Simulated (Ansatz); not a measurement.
`CC(C)[O][InH2]` → `CC[O][InH][CH3]`  (isomerisation)

Calculated with Ansatz (gas phase, PBE0-D4/def2-TZVP geometries, no zero-point term in ΔE). CCSD(T)/CBS adds triple-zeta CCSD(T) − MP2 to the extrapolated MP2 energy (def2 sets, frozen cores). Functionals use def2-TZVPP. Elements past krypton have def2 core potentials. For In outer-core shells are correlated without core-valence functions, which leaves a few kJ/mol of doubt a bond. Each species was taken in one conformer, which may not be the lowest.

```csv
level,ΔE (kJ/mol)
PBE-D4,-12.2
PBE0-D4,-10.1
B2PLYP,-13.5
r2SCANh,-10.0
HF/def2-SVP,2.4
MP2/def2-QZVPP,-17.1
SCS-MP2/def2-QZVPP,-14.5
MP2/CBS(def2),-17.5
```

(1) What does CCSD(T)/CBS give? (Estimate.)

Largest T1 diagnostic among the species: 0.016.

## Answers

(1) Ansatz gave: -13.2 kJ/mol. The listed levels differ from it by 1.0, 3.1, -0.3, 3.2, 15.6, -3.9, -1.3, -4.3 kJ/mol.

At CCSD(T), def2-SVP lies +17.2 kJ/mol from the extrapolated value and def2-TZVPP +1.1 kJ/mol. In def2-TZVPP, CCSD(T) changes the Hartree–Fock value by −7.7 kJ/mol (the triples alone add −0.7 kJ/mol) and MP2 by −12.1 kJ/mol. Leaving LDA and LC-ωPBE aside and taking each functional with its dispersion term where it has one, the values, not all of them listed here, spread over 13.7 kJ/mol, from B2PLYP to B97M-V. LDA lies +11.5 kJ/mol from PBE without D4.
